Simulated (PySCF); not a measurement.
A run for PySCF: R-BP86/6-31G* on GaH4NO2 (SMILES [NH2][Ga]([OH])[OH]), a point of a torsion scan.

```python
from pyscf import gto, scf, dft, mp
from pyscf.data.elements import chemcore

mol = gto.M(
    atom='''
    N     1.70726503    0.08115102    0.00079188
    Ga   -0.12033354    0.02570785   -0.22180012
    O    -1.11704990    1.39636396   -0.63757902
    O    -0.94620157   -1.50214561   -0.14533961
    H     2.08148273   -0.78476425    0.37200829
    H     2.07540423    0.85141693    0.54948147
    H    -0.78484639    2.28757005   -0.71275557
    H    -1.87582282   -1.50992519   -0.37394059
    ''',
    basis='6-31g*',
    cart=True,
    charge=0, spin=0, verbose=3, max_memory=1800)
mf = dft.RKS(mol, xc='b88,p86')
mf.conv_tol = 1e-8
mf.max_cycle = 100
mf.kernel()
if not mf.converged:
    mf = mf.newton().run(mf.mo_coeff, mf.mo_occ)
```

Output:

```
converged SCF energy = -2132.50219217292
```

Self-consistency was reached.

Cost: very roughly 12 core-seconds.
